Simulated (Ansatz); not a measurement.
```yaml
crystal:
  periodic: [false, false, false]
  atoms:
    - {symbol: C, position_ang: [-0.155903, -2.487918, 0.598673]}
    - {symbol: C, position_ang: [0.375106, 0.207315, -0.223954]}
    - {symbol: C, position_ang: [2.592149, 0.370651, -2.027136]}
    - {symbol: O, position_ang: [-1.770863, 1.229583, -1.446629]}
    - {symbol: Ge, position_ang: [-4.446705, 2.821066, -0.135109]}
    - {symbol: O, position_ang: [-3.775667, 2.776697, 3.182187]}
    - {symbol: H, position_ang: [-1.743086, -2.563911, 1.917481]}
    - {symbol: H, position_ang: [-0.632107, -3.641525, -1.046047]}
    - {symbol: H, position_ang: [1.494572, -3.314790, 1.524213]}
    - {symbol: H, position_ang: [0.839559, 1.344043, 1.458937]}
    - {symbol: H, position_ang: [4.312012, -0.354561, -1.143903]}
    - {symbol: H, position_ang: [2.203626, -0.739362, -3.723993]}
    - {symbol: H, position_ang: [2.918556, 2.326076, -2.594426]}
    - {symbol: H, position_ang: [-2.235819, 1.971453, 3.714129]}
basis:
  gaussian: {orbitals: "6-31G*", nuclear_model: gaussian}
hamiltonian: {xc: {name: revPBE}}
output: {forces: true}
```

```sh
$ ansatz run in.yaml --threads 4 --pin off --events-out ev --progress --plain --max-ram 11315MiB
```

Output, abridged:

```
Functional definition: revPBE
1486 factors; their error is unknown
mean field evaluation 1: about -63748.8256 eV, gradient 1.2e2 eV
mean field evaluation 2: about -63009.4776 eV, gradient 2.2e2 eV
mean field evaluation 4: about -63415.7045 eV, gradient 2.0e2 eV
mean field evaluation 8: about -63790.2598 eV, gradient 3.5e1 eV
mean field evaluation 16: about -63793.8354 eV, gradient 1.4e-1 eV
mean field evaluation 160: about -63793.7261 eV, gradient 9.1e-1 eV
mean field -63793.83541940 eV, -2344.3802106481 hartree, gradient 3.7e-6 eV, S^2 0.000000; 10 other end points of the search recorded, 0 dependent functions left out
reference -63793.83550436 eV, -2344.3802137703 hartree; 37, 37 occupied and 89, 89 virtual orbitals, 1486 factors
Total energy: -63793.83550436 eV, -2344.3802137703 hartree
Atom 0 at    -0.155903    -2.487918     0.598673 Å, force    -0.368863    -1.645966     0.417822 eV/Å
Atom 1 at     0.375106     0.207315    -0.223954 Å, force    -0.047041     1.014882     1.023841 eV/Å
Atom 2 at     2.592149     0.370651    -2.027136 Å, force     1.196585     0.132975    -1.133192 eV/Å
Atom 3 at    -1.770863     1.229583    -1.446629 Å, force     0.229206     0.059034     1.178835 eV/Å
Atom 4 at    -4.446705     2.821066    -0.135109 Å, force     1.627252    -0.818720     0.832828 eV/Å
Atom 5 at    -3.775667     2.776697     3.182187 Å, force     2.854675    -1.583935     0.014819 eV/Å
Atom 6 at    -1.743086    -2.563911     1.917481 Å, force     2.106822     0.106798    -1.748900 eV/Å
Atom 7 at    -0.632107    -3.641525    -1.046047 Å, force     0.642486     1.544374     2.216223 eV/Å
Atom 8 at     1.494572    -3.314790     1.524213 Å, force    -2.180643     1.100182    -1.226413 eV/Å
Atom 9 at     0.839559     1.344043     1.458937 Å, force    -0.622178    -1.407693    -2.152345 eV/Å
Atom 10 at     4.312012    -0.354561    -1.143903 Å, force    -2.305952     0.965723    -1.164777 eV/Å
Atom 11 at     2.203626    -0.739362    -3.723993 Å, force     0.532566     1.501761     2.302851 eV/Å
Atom 12 at     2.918556     2.326076    -2.594426 Å, force    -0.433426    -2.637242     0.768247 eV/Å
Atom 13 at    -2.235819     1.971453     3.714129 Å, force    -3.231489     1.667830    -1.329840 eV/Å
Dipole moment:    -0.673962     0.421161    -0.291748 e Å
```

In this input the coordinates are in bohr but typed as ångström. The calculation finished and met its thresholds. The result belongs to that input, not to the molecule as meant.
